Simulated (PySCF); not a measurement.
# Cs⁵¹⁺: ionisation energy

Cs⁵¹⁺ [He] 2s2 → Cs⁵²⁺ [He] 2s1 [2s1/2^1, M_J = 1/2], as a difference of total energies. All numbers are calculated (PySCF 2.14, the two-component X2C-1e Hamiltonian, in an even-tempered Gaussian basis (17 s from 31 bohr⁻², ratio 2.4; 12 p from 40 bohr⁻², ratio 2.4; 5 d from 130 bohr⁻², ratio 2.6; 4 f from 190 bohr⁻², ratio 2.6)). Correlated levels: nothing frozen; the 32 highest virtual spinors dropped. "Screened" scales the spin-orbit matrix elements by Boettger's factors to mimic the two-electron term; Breit and QED terms are absent.

| method | ionisation energy (eV) |
| --- | --- |
| GMP2 (spin-free) | 9989.5 |
| GHF (screened spin-orbit) | 9983.9 |
| GMP2 (screened spin-orbit) | 9990.2 |

Task: How much does correlation contribute at GMP2 (screened spin-orbit)?

Result: 9990.2 − (9983.9) = 6.3 eV, measured against GHF (screened spin-orbit).

For this ion Breit and QED terms and the two-electron picture change, all absent here, outweigh the correlation shift from GHF to GMP2.

For comparison: 9974 ± 4 eV (theoretical estimate listed by NIST; NIST Atomic Spectra Database, ionization energies).
